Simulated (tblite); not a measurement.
Start geometry of `FC(F)(F)[C@@H]1CCCN1[SiH3]` from a force field or distance geometry (Å):
```
atom  x, y, z in Å
F1    -1.8278   -1.5685   -1.1827
C2    -1.7062   -1.2929    0.1254
F3    -2.9120   -0.9427    0.6082
F4    -1.3630   -2.4396    0.7540
C5    -0.6675   -0.1792    0.4116
C6    -1.1475    1.1323   -0.2202
C7     0.0811    2.0223   -0.1431
C8     1.2595    1.0660   -0.2835
N9     0.7239   -0.3046   -0.1408
Si10   1.7152   -1.6774    0.0523
H11   -0.5977   -0.0500    1.4920
H12   -1.4390    0.9876   -1.2639
H13   -1.9974    1.5683    0.3287
H14    0.0777    2.7956   -0.9122
H15    0.1174    2.5188    0.8425
H16    1.7106    1.1822   -1.2638
H17    2.0138    1.2958    0.4729
H18    0.9786   -2.8547   -0.4625
H19    2.9613   -1.4439   -0.7174
H20    2.0137   -1.8049    1.4993
```

Problem. What comes out of this run: GFN2-xTB geometry optimisation, gas phase in tblite?

Solution. 
```
atom  x, y, z in Å
F1    -1.343   -1.128   -1.503
C2    -1.503   -1.190   -0.174
F3    -2.819   -1.038    0.058
F4    -1.203   -2.446    0.189
C5    -0.662   -0.151    0.575
C6    -1.142    1.271    0.215
C7     0.133    1.989   -0.236
C8     0.994    0.837   -0.748
N9     0.722   -0.219    0.204
Si10   1.734   -1.584    0.481
H11   -0.783   -0.388    1.639
H12   -1.861    1.225   -0.603
H13   -1.619    1.758    1.062
H14   -0.061    2.742   -0.996
H15    0.622    2.459    0.617
H16    0.689    0.553   -1.765
H17    2.059    1.061   -0.753
H18    1.609   -2.654   -0.514
H19    3.083   -1.022    0.441
H20    1.345   -2.064    1.805
```

The energy falls by 36.8 kJ/mol over 139 L-BFGS steps, the largest force on an atom goes from 1.85 to 0.008 eV/Å, and the atoms move by 0.706 Å rms after alignment. The bond that changes most is C5–N9 (sp3 carbon bound to nitrogen to silicon-bound nitrogen), which shortens by 0.067 Å. Bonds longer at the end by more than 0.005 Å: 5 of 20; shorter: 9. Among the angles that change most is C2–C5–N9, from 119.5° to 111.8°. Among the dihedrals that turn most is C8–N9–Si10–H18, from -154° to -79°. Rotational constants go from 1438, 1010, 683.1 to 1413, 1127, 754.5 MHz. The orientation of the end geometry is arbitrary; only internal coordinates are fixed.

Its GFN2-xTB frequencies are all real (lowest 36 cm⁻¹). One conformer, not necessarily the lowest. 3 starts were optimised and ended at 0.00, 0.48 and 1.35 kcal/mol (GFN2-xTB); the lowest of these is shown.

All values are computed, not measured.
